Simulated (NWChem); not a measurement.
Species: SiF$_{3}$, doublet; SMILES F[Si](F)F

```xyz
4

F      1.4578     0.3523    -0.2046
Si     0.0000     0.0000     0.3757
F     -1.0341     1.0864    -0.2046
F     -0.4238    -1.4387    -0.2046
```
Atoms are numbered in this order, from 1.

Level: PBE0/def2-SVP, spin-unrestricted (NWChem), optimised geometry, unscaled harmonic frequencies. In the optimisation the excess spin sits in a (C3, its own frame).

Q: List the harmonic frequencies with IR intensities, and the thermochemistry.

A: 
| frequency (cm⁻¹) | IR intensity (km/mol) |
|---|---|
| 276 | 12.0 |
| 276 | 12.0 |
| 392 | 64.6 |
| 828 | 69.5 |
| 969 | 165.6 |
| 969 | 165.6 |

```yaml
zero_point_energy: 5.3 kcal/mol
thermal correction to the enthalpy at 298.15 K (with zero-point energy): 8.5 kcal/mol
heat capacity Cv: 12.3 cal/(mol K)
dipole_moment: 1.41 D
```

Rigid rotor and harmonic oscillator.
